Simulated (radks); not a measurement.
The numbers below are computed, except where a source is named.
The mean radii <r> (bohr) of the occupied orbitals of an atom or ion are listed with their occupations. Code: a radial shooting solver on a logarithmic mesh with Libxc functionals. Model: Dirac Kohn-Sham, LDA (Slater exchange, Perdew-Wang correlation), spin-unpolarised, spherical densities, finite nucleus; Fermi nuclear charge, rms radius of each element as measured or else 0.836 A^(1/3) + 0.57 fm.

orbital  occ.      <r>
1s1/2       2  0.03520
2s1/2       2   0.1536
2p1/2       2   0.1308
2p3/2       4   0.1354
3s1/2       2   0.4295
3p1/2       2   0.4238
3p3/2       4   0.4344
3d3/2       4   0.4134
3d5/2       6   0.4169
4s1/2       2    1.096
4p1/2       2    1.192
4p3/2       4    1.221
4d3/2       3    1.604

Name the element and its charge. Open shells, if any, fill j = l - 1/2 first.

Answer. Z = 42, molybdenum, charge +3: Mo3+ in [Kr] 4d3. The 1s radius gives Z: for a bare nucleus <r> = (2 gamma + 1)/(2Z) with gamma = sqrt(1 - (Z/c)^2), 0.03457 bohr for Z = 42, and screening makes it slightly larger (0.03520 here). The occupations add up to 39, and the charge is Z minus that.
